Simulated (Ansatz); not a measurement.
Start from `C[SiH](F)S` and change one element to get `C[SiH](F)[SeH]`.

Ansatz, PBE0-D4/def2-TZVP geometries, multiplicity 1. Each molecule was computed in one conformer, which needn't be the lowest.

Scalar relativity is left out up to krypton.

```json
{"property": "HOMO–LUMO gap (PBE/def2-TZVPP) / eV", "`C[SiH](F)S`": "5.94"}
{"property": "HOMO energy (PBE0/def2-TZVPP) / eV", "`C[SiH](F)S`": "-7.79"}
{"property": "HOMO–LUMO gap (ωB97M-V/def2-TZVPP) / eV", "`C[SiH](F)S`": "12.14"}
{"property": "zero-point energy (PBE0-D4/def2-TZVP) / kJ/mol", "`C[SiH](F)S`": "153.0"}
{"property": "HOMO–LUMO gap (B3LYP/def2-TZVPP) / eV", "`C[SiH](F)S`": "7.57"}
{"property": "LUMO energy (B3LYP/def2-TZVPP) / eV", "`C[SiH](F)S`": "0.05"}
```

Task: Give the same properties after the change, and the shifts. (Best estimate.)

Result: The calculation gave: 
```tsv
property	`C[SiH](F)[SeH]`	shift
HOMO–LUMO gap (PBE/def2-TZVPP) / eV	5.28	-0.66
HOMO energy (PBE0/def2-TZVPP) / eV	-7.31	0.48
HOMO–LUMO gap (ωB97M-V/def2-TZVPP) / eV	11.35	-0.79
zero-point energy (PBE0-D4/def2-TZVP) / kJ/mol	149.5	-3.5
HOMO–LUMO gap (B3LYP/def2-TZVPP) / eV	6.80	-0.77
LUMO energy (B3LYP/def2-TZVPP) / eV	-0.25	-0.30
```

With PBE0 the HOMO rises by 0.48 eV and the LUMO falls by 0.31 eV, so the gap narrows by about 0.79 eV. PBE moves the HOMO by 0.39 eV and ωB97M-V by 0.53 eV.

B3LYP here is the variant with VWN-RPA as its local correlation; programs differ in this.

Spin–orbit coupling is left out; it splits and shifts lone-pair levels of the heavy atoms by tenths of an eV.
